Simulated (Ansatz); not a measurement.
Ansatz results at the PBE0-D4/def2-TZVP geometry: LUMO energy (PBE0/def2-TZVPP) -1.33 eV; LUMO energy (PBE/def2-TZVPP) -2.11 eV; HOMO–LUMO gap (PBE/def2-TZVPP) 4.03 eV.

Each molecule was computed in one conformer, which needn't be the lowest.

(1) Which molecule gave them?
A. `[CH3][Ge][OH]`
B. `C[CH2][Ge][F]`
C. `[NH2][Ge][OH]`
D. `[NH2][Ge][O][SiH3]`

## Answers

(1) D. The others give `[NH2][Ge][OH]`: -1.06, -1.82, 4.41; `C[CH2][Ge][F]`: -2.30, -3.11, 2.39; `[CH3][Ge][OH]`: -1.87, -2.67, 2.87.
